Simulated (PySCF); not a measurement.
A calculated (PBE0, PySCF 2.14, x2c-TZVPPall with one added diffuse shell each of s, p, d, f type, the spin-free X2C one-electron Hamiltonian (Gaussian nucleus)) atom or ion has these occupied shells.

```json
{"shell": "1s α", "electrons": "1", "orbital energy (eV)": "-78318.6", "rms radius, mean of both spins (bohr)": "0.0194"}
{"shell": "1s β", "electrons": "1", "orbital energy (eV)": "-78318.6", "rms radius, mean of both spins (bohr)": "0.0194"}
{"shell": "2s α", "electrons": "1", "orbital energy (eV)": "-13803.2", "rms radius, mean of both spins (bohr)": "0.0782"}
{"shell": "2s β", "electrons": "1", "orbital energy (eV)": "-13803.1", "rms radius, mean of both spins (bohr)": "0.0782"}
{"shell": "2p α", "electrons": "3", "orbital energy (eV)": "-12014.4", "rms radius, mean of both spins (bohr)": "0.0716"}
{"shell": "2p β", "electrons": "3", "orbital energy (eV)": "-12014.4", "rms radius, mean of both spins (bohr)": "0.0716"}
{"shell": "3s α", "electrons": "1", "orbital energy (eV)": "-3267.3", "rms radius, mean of both spins (bohr)": "0.200"}
{"shell": "3s β", "electrons": "1", "orbital energy (eV)": "-3267.3", "rms radius, mean of both spins (bohr)": "0.200"}
{"shell": "3p α", "electrons": "3", "orbital energy (eV)": "-2741.5", "rms radius, mean of both spins (bohr)": "0.202"}
{"shell": "3p β", "electrons": "3", "orbital energy (eV)": "-2741.4", "rms radius, mean of both spins (bohr)": "0.202"}
{"shell": "3d α", "electrons": "5", "orbital energy (eV)": "-2146.9", "rms radius, mean of both spins (bohr)": "0.184"}
{"shell": "3d β", "electrons": "5", "orbital energy (eV)": "-2146.8", "rms radius, mean of both spins (bohr)": "0.184"}
{"shell": "4s α", "electrons": "1", "orbital energy (eV)": "-718.10", "rms radius, mean of both spins (bohr)": "0.441"}
{"shell": "4s β", "electrons": "1", "orbital energy (eV)": "-718.01", "rms radius, mean of both spins (bohr)": "0.441"}
{"shell": "4p α", "electrons": "3", "orbital energy (eV)": "-543.85", "rms radius, mean of both spins (bohr)": "0.470"}
{"shell": "4p β", "electrons": "3", "orbital energy (eV)": "-543.77", "rms radius, mean of both spins (bohr)": "0.470"}
{"shell": "4d α", "electrons": "5", "orbital energy (eV)": "-325.23", "rms radius, mean of both spins (bohr)": "0.503"}
{"shell": "4d β", "electrons": "5", "orbital energy (eV)": "-325.13", "rms radius, mean of both spins (bohr)": "0.503"}
{"shell": "5s α", "electrons": "1", "orbital energy (eV)": "-115.15", "rms radius, mean of both spins (bohr)": "1.02"}
{"shell": "5s β", "electrons": "1", "orbital energy (eV)": "-114.49", "rms radius, mean of both spins (bohr)": "1.02"}
{"shell": "4f α", "electrons": "7", "orbital energy (eV)": "-84.461", "rms radius, mean of both spins (bohr)": "0.569"}
{"shell": "4f β", "electrons": "7", "orbital energy (eV)": "-84.344", "rms radius, mean of both spins (bohr)": "0.569"}
{"shell": "5p α", "electrons": "3", "orbital energy (eV)": "-68.917", "rms radius, mean of both spins (bohr)": "1.18"}
{"shell": "5p β", "electrons": "3", "orbital energy (eV)": "-68.034", "rms radius, mean of both spins (bohr)": "1.18"}
{"shell": "5d α", "electrons": "5", "orbital energy (eV)": "-16.381", "rms radius, mean of both spins (bohr)": "1.80"}
{"shell": "5d β", "electrons": "4", "orbital energy (eV)": "-15.735", "rms radius, mean of both spins (bohr)": "1.80"}
```

Problem. Name the element and its charge.

Solution. Pt⁺ (platinum, charge +1), in [Xe] 4f14 5d9, 2D determinant.
